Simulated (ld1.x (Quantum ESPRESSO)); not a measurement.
**Logarithmic derivatives: Er, TM**

| Property | Result |
| --- | --- |
| Element | erbium (Er) |
| Generator | ld1.x (Quantum ESPRESSO) 7.5 |
| Type | norm-conserving Troullier–Martins (Kleinman–Bylander form) |
| Functional | PBEsol |
| Relativity | fully relativistic |
| Frozen core | [Kr] 4d10 5s2 |
| Valence charge | 20 |
| Reference configuration | 4f12 5p6 5d0 6s1 6p0 (charge +1) |
| Partial waves | 6s (bound): rc 3.15 bohr; 5d (bound, empty): rc 1.95 bohr; 4f (bound): rc 1.30 bohr; 5p (bound): rc 1.45 bohr |
| Local potential | the p channel |
| Core correction | a·sin(br)/r model core inside 1.05 bohr |

Open shells are filled in proportion to 2j + 1 (rel_dist='average').

The phase is arctan(r·u′/u) with u = r·R(r), unwrapped; energies in Ry, scanned from -4 to 5 Ry. A pole is an energy at which the radial function vanishes at the test radius. The pseudo phase is shifted by a multiple of π to meet the all-electron one at the reference energy, and phase errors are pseudo minus all-electron; the curves can meet again beyond the range given. Levels narrower than the energy grid can be missing from the lists of poles.

```csv
channel,radius (bohr),reference energy (Ry),"poles, all-electron","poles, pseudo",unbroken range about the reference energy with phases within 0.05 rad,phase error 1 Ry above the reference energy (rad)
s,3.40,-0.66,0.64,"-0.74, 0.74",-0.7 to 2.2,+0.018
p1/2,3.40,-2.71,"-2.69, 1.47","-2.40, 1.63",not even at the reference energy,-3.121
p3/2,3.40,-2.32,"-2.27, 1.76","-2.40, 1.63",not even at the reference energy,-0.013
d3/2,3.40,-0.50,"-0.12, 3.54","-0.12, 3.52",the whole range,-0.001
d5/2,3.40,-0.48,"-0.07, 3.62","-0.07, 3.59",the whole range,-0.001
f5/2,3.40,-0.76,"-0.75, 2.17","-0.75, 2.25",below 0.7,+0.005
f7/2,3.40,-0.68,"-0.67, 2.19","-0.67, 2.27",below 0.8,+0.007
```

A Bessel basis up to 400 Ry misses an occupied level by 0.69 Ry, so cutoffs and ghosts were not judged. The potential misses its own reference levels by up to 3.7 eV, so it is not fit for use.

Phases in the p1/2 channel:

```tsv
E (Ry)	all-electron	pseudo
-4.00	1.402	-1.739
-3.76	1.394	-1.747
-3.52	1.384	-1.756
-3.28	1.371	-1.768
-3.04	1.348	-1.784
-2.80	1.224	-1.813
-2.56	-1.729	-1.939
-2.32	-1.776	-4.835
-2.08	-1.802	-4.914
-1.84	-1.829	-4.949
-1.60	-1.861	-4.982
-1.36	-1.903	-5.022
-1.12	-1.963	-5.074
-0.88	-2.057	-5.153
-0.64	-2.227	-5.286
-0.40	-2.593	-5.549
-0.16	-3.349	-6.135
0.08	-4.032	-6.934
0.32	-4.343	-7.373
0.56	-4.495	-7.574
0.80	-4.582	-7.683
1.04	-4.641	-7.752
1.28	-4.685	-7.801
1.52	-4.720	-7.839
1.76	-4.751	-7.871
2.00	-4.780	-7.900
2.24	-4.809	-7.929
2.48	-4.842	-7.958
2.72	-4.881	-7.992
2.96	-4.931	-8.034
3.20	-5.003	-8.090
3.44	-5.124	-8.175
3.68	-5.368	-8.330
3.92	-5.973	-8.683
4.16	-6.881	-9.532
4.40	-7.332	-10.289
4.64	-7.521	-10.587
4.88	-7.619	-10.723
```
